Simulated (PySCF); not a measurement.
Which determinant of SnH lies lowest?

Unrestricted PBE0; basis Sn cc-pVTZ-PP with ECP28, H cc-pVTZ; scalar-relativistic core potentials; PySCF 2.14. Outer shells of the fragments: Sn 4d10 5s2 5p2; H 1s1.

Followed along the bond (rough minima from three points):

```csv
2Ms+1,unpaired,⟨S²⟩ at the start,R at minimum (Å),Te (eV)
2,π ↑,0.75,1.78,0.00
4,"σ ↑, π ↑↑",3.75,1.77,1.90
```

Solutions found at the starting distance of 1.670 Å, counted from the lowest of them; the search is not exhaustive and high or unbound solutions are not listed, so other states can lie among these:

```csv
2Ms+1,unpaired,term,E (eV),⟨S²⟩,⟨Lz²⟩,μ (D)
2,π ↑,²Π,0.00,0.75,1.01,-0.14
4,"σ ↑, π ↑↑",⁴Σ⁻,1.86,3.75,0.00,0.03
2,"σ ↑, π ↑↓",mixed,2.48,1.77,2.02,0.16
2,"σ ↓, π ↑↑",mixed,2.49,1.77,0.00,0.25
2,σ ↑,mixed,3.29,0.76,2.01,0.17
4,"σ ↑↑, π ↑",⁴Π,5.72,3.75,1.00,1.52
2,π ↑,²Π,7.28,0.79,1.01,0.08
```

A term symbol is given only where ⟨S²⟩ and ⟨Lz²⟩ are close to those of a pure state; real π, δ and φ orbitals otherwise mix terms. A positive dipole means Sn(−)H(+).

Spin–orbit coupling is left out. Counting both spins, an empty level lies below a filled one in some of these solutions, because spin and occupation are held.
